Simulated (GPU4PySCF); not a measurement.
pyrene (C16H10), SMILES c1cc2ccc3cccc4ccc(c1)c2c34.

The structure is a stationary point at ωB97X-D3(BJ)/def2-TZVP.

All values below come from ωB97X-D3(BJ)/def2-TZVP (GPU4PySCF).

Frequencies are harmonic and unscaled.

| mode | ν (cm⁻¹) | IR (km/mol) | moving atoms (share of kinetic energy) |
|---|---|---|---|
| 1 | 98 | 0.6 | C 85 %, H 15 % |
| 2 | 153 | 0.0 | C 83 %, H 17 % |
| 3 | 215 | 10.3 | C 81 %, H 19 % |
| 4 | 253 | 0.0 | C 77 %, H 23 % |
| 5 | 264 | 0.0 | C 85 %, H 15 % |
| 6 | 362 | 1.5 | C 85 %, H 15 % |
| 7 | 406 | 0.0 | C 78 %, H 22 % |
| 8 | 416 | 0.0 | C 95 % |
| 9 | 467 | 0.0 | C 93 % |
| 10 | 506 | 2.4 | C 79 %, H 21 % |
| 11 | 511 | 0.0 | C 84 %, H 16 % |
| 12 | 512 | 2.2 | C 87 %, H 13 % |
| 13 | 526 | 0.0 | C 80 %, H 20 % |
| 14 | 545 | 0.0 | C 71 %, H 29 % |
| 15 | 556 | 2.8 | C 94 % |
| 16 | 598 | 0.0 | C 77 %, H 23 % |
| 17 | 614 | 0.0 | C 92 %, H 8 % |
| 18 | 707 | 0.0 | C 83 %, H 17 % |
| 19 | 712 | 0.3 | C 94 % |
| 20 | 742 | 43.8 | C 66 %, H 34 % |
| 21 | 756 | 0.0 | C 88 %, H 12 % |
| 22 | 773 | 23.4 | H 84 %, C 16 % |
| 23 | 806 | 0.0 | H 76 %, C 24 % |
| 24 | 822 | 0.0 | C 90 %, H 10 % |
| 25 | 830 | 0.0 | H 69 %, C 31 % |
| 26 | 845 | 6.5 | C 84 %, H 16 % |
| 27 | 881 | 97.6 | C 54 %, H 46 % |
| 28 | 894 | 0.0 | C 97 % |
| 29 | 932 | 0.0 | H 70 %, C 30 % |
| 30 | 943 | 0.0 | H 67 %, C 33 % |
| 31 | 991 | 0.0 | H 76 %, C 24 % |
| 32 | 991 | 0.0 | C 84 %, H 16 % |
| 33 | 993 | 1.0 | H 75 %, C 25 % |
| 34 | 1004 | 0.0 | H 75 %, C 25 % |
| 35 | 1006 | 0.0 | H 76 %, C 24 % |
| 36 | 1037 | 2.0 | C 95 % |
| 37 | 1108 | 0.0 | C 53 %, H 47 % |
| 38 | 1129 | 8.1 | H 60 %, C 40 % |
| 39 | 1134 | 0.0 | C 56 %, H 44 % |
| 40 | 1144 | 0.1 | H 61 %, C 39 % |
| 41 | 1179 | 0.0 | H 82 %, C 18 % |
| 42 | 1205 | 0.0 | H 76 %, C 24 % |
| 43 | 1215 | 12.0 | H 82 %, C 18 % |
| 44 | 1243 | 1.0 | C 55 %, H 45 % |
| 45 | 1277 | 0.0 | H 58 %, C 42 % |
| 46 | 1280 | 2.0 | H 56 %, C 44 % |
| 47 | 1280 | 0.0 | C 76 %, H 24 % |
| 48 | 1321 | 4.6 | C 64 %, H 36 % |
| 49 | 1373 | 0.0 | C 77 %, H 23 % |
| 50 | 1401 | 0.0 | C 94 % |
| 51 | 1446 | 0.0 | H 58 %, C 42 % |
| 52 | 1466 | 0.0 | C 91 %, H 9 % |
| 53 | 1483 | 5.4 | C 55 %, H 45 % |
| 54 | 1490 | 5.6 | C 65 %, H 35 % |
| 55 | 1514 | 5.1 | C 90 %, H 10 % |
| 56 | 1564 | 0.0 | C 77 %, H 23 % |
| 57 | 1575 | 2.4 | C 91 %, H 9 % |
| 58 | 1641 | 0.0 | C 87 %, H 13 % |
| 59 | 1683 | 0.0 | C 96 % |
| 60 | 1685 | 12.6 | C 92 %, H 8 % |
| 61 | 1697 | 1.1 | C 92 % |
| 62 | 1734 | 0.0 | C 95 % |
| 63 | 3189 | 1.5 | H 92 % |
| 64 | 3189 | 0.0 | H 92 % |
| 65 | 3191 | 0.0 | H 92 % |
| 66 | 3191 | 0.0 | H 92 % |
| 67 | 3199 | 18.6 | H 92 %, C 8 % |
| 68 | 3199 | 0.0 | H 92 %, C 8 % |
| 69 | 3209 | 51.5 | H 91 %, C 9 % |
| 70 | 3209 | 0.0 | H 91 %, C 9 % |
| 71 | 3217 | 48.7 | H 91 %, C 9 % |
| 72 | 3217 | 0.0 | H 91 %, C 9 % |
